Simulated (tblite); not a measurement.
Isomers of C4H10N2OSi2. All values are computed: GFN2-xTB (tblite) harmonic vibrations without scaling, gas phase. Errors from tens to a few hundred cm⁻¹ against measured bands are possible. Modes of hydrogen on silicon can be 10 to 20 % off. One conformer each.

Electronic energies: GFN2-xTB at the same geometries; isomer energies are rough at this level and their order can be wrong.

| SMILES | electronic energy, lowest = 0 (kcal/mol) |
| --- | --- |
| N[Si@H](O[SiH3])n1cccc1 | 0.0 |
| Cc1cc(N([SiH3])[SiH3])on1 | 69.4 |
| CO[Si@@H]1C[C@@H](C#N)[SiH2]N1 | 63.3 |

**Question.** How do GFN2-xTB zero-point energies change the relative energies?

**Answer.** 
```
                        SMILES  ZPE (kcal/mol)  of it from modes above 1550 cm⁻¹  electronic (kcal/mol)  with ZPE, lowest = 0 (kcal/mol)  lowest mode (cm⁻¹)  rings
       N[Si@H](O[SiH3])n1cccc1            83.8                              43.3                    0.0                              0.0                  28      1
CO[Si@@H]1C[C@@H](C#N)[SiH2]N1            85.2                              43.6                   63.3                             64.7                  40      1
     Cc1cc(N([SiH3])[SiH3])on1            80.9                              39.5                   69.4                             66.5                  51      1
```

The zero-point energies span 4.3 kcal/mol, from `Cc1cc(N([SiH3])[SiH3])on1` to `CO[Si@@H]1C[C@@H](C#N)[SiH2]N1`. The order is unchanged.

**Question.** What do entropy and thermal enthalpy add at 298.15 K and 1 bar (rigid rotor, harmonic oscillator, one conformer each)?

**Answer.** 
```tsv
SMILES	point group	symmetry number	S (cal/(mol K))	H − H(0) (kcal/mol)	ZPE + H − H(0) − TS (kcal/mol)
N[Si@H](O[SiH3])n1cccc1	C1	1	111.5	8.16	58.7
CO[Si@@H]1C[C@@H](C#N)[SiH2]N1	C1	1	108.9	8.14	60.9
Cc1cc(N([SiH3])[SiH3])on1	Cs	1	105.5	7.86	57.3
```
